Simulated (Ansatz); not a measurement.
Geometry optimisation of Sn₂S₄.

```yaml
crystal:
  periodic: [false, false, false]
  atoms:
    - {symbol: Sn, position_ang: [-0.922720, -0.795130, -1.505760]}
    - {symbol: Sn, position_ang: [0.925550, 0.808100, 1.508090]}
    - {symbol: S, position_ang: [1.483640, 0.163470, -0.918980]}
    - {symbol: S, position_ang: [-1.478180, -0.169750, 0.928820]}
    - {symbol: S, position_ang: [0.990600, 2.170710, -0.503820]}
    - {symbol: S, position_ang: [-0.998890, -2.177410, 0.491650]}
basis:
  gaussian: {orbitals: def2-SVP}
hamiltonian: {xc: pbe, dispersion: d4}
scf: {lower_state_search: "off"}
output: {orbitals: {seedname: orbitals}}
relax: {f_tol: 0.02, max_steps: 100}
```

```sh
$ ansatz run in.yaml --threads 4 --pin off --events-out ev --progress --plain --max-ram 4787MiB
```

Output, abridged:

```
Functional definition: PBE
mean field -54976.76651032 eV, -2020.3589046636 hartree, gradient 3.4e-6 eV, S^2 0.000000; 0 other end points of the search recorded, 0 dependent functions left out
relax step   1: F+E_penalty+E_count = -54977.29283925 eV  Δ(F+E_penalty+E_count) = +0.000e0 eV  max|allowed force component| = 1.285e0 eV/Å  Δτ_max = 0.0000 Å  (17 SCF iters, accepted)
mean field -54976.93108884 eV, -2020.3649528126 hartree, gradient 1.1e-6 eV, S^2 0.000000; 0 other end points of the search recorded, 0 dependent functions left out
relax step   2: F+E_penalty+E_count = -54977.44701347 eV  Δ(F+E_penalty+E_count) = -1.542e-1 eV  max|allowed force component| = 3.396e-1 eV/Å  Δτ_max = 0.1130 Å  (26 SCF iters, accepted)
mean field -54976.94446620 eV, -2020.3654444213 hartree, gradient 1.4e-6 eV, S^2 0.000000; 0 other end points of the search recorded, 0 dependent functions left out
relax step   3: F+E_penalty+E_count = -54977.46948582 eV  Δ(F+E_penalty+E_count) = -2.247e-2 eV  max|allowed force component| = 1.308e-1 eV/Å  Δτ_max = 0.0951 Å  (21 SCF iters, accepted)
mean field -54976.95819637 eV, -2020.3659489961 hartree, gradient 2.2e-6 eV, S^2 0.000000; 0 other end points of the search recorded, 0 dependent functions left out
relax step   4: F+E_penalty+E_count = -54977.47840654 eV  Δ(F+E_penalty+E_count) = -8.921e-3 eV  max|allowed force component| = 3.010e-2 eV/Å  Δτ_max = 0.0513 Å  (19 SCF iters, accepted)
mean field -54976.95802730 eV, -2020.3659427828 hartree, gradient 9.4e-7 eV, S^2 0.000000; 0 other end points of the search recorded, 0 dependent functions left out
relax step   5: F+E_penalty+E_count = -54977.47871807 eV  Δ(F+E_penalty+E_count) = -3.115e-4 eV  max|allowed force component| = 9.078e-3 eV/Å  Δτ_max = 0.0045 Å  (21 SCF iters, accepted)
Total energy: -54977.47875290 eV, -2020.3850790955 hartree
Atom 0 at    -0.899399    -0.730070    -1.526625 Å, force     0.001500     0.000800    -0.003858 eV/Å
Atom 1 at     0.900455     0.736042     1.528000 Å, force    -0.001854    -0.001656     0.003625 eV/Å
Atom 2 at     1.555095     0.170063    -0.960794 Å, force    -0.009078     0.003031     0.002401 eV/Å
Atom 3 at    -1.551828    -0.173147     0.965093 Å, force     0.008485    -0.002407    -0.003389 eV/Å
Atom 4 at     0.983990     2.204400    -0.562987 Å, force     0.002156    -0.002059    -0.002343 eV/Å
Atom 5 at    -0.988312    -2.207298     0.557314 Å, force    -0.001209     0.002290     0.003564 eV/Å
Dipole moment:     0.001150     0.001849     0.000545 e Å
Checks for a lower state left out: stability, starts, cluster_reference, orbital_swaps, neighbouring_geometries, increment
```

Hardware: 4 threads of Arm Neoverse V1 on a shared host. Wall time 7.5 s.

In the def2 sets Sn takes a core potential; there is no spin–orbit coupling. The structure comes from a short search, and lower isomers may exist.
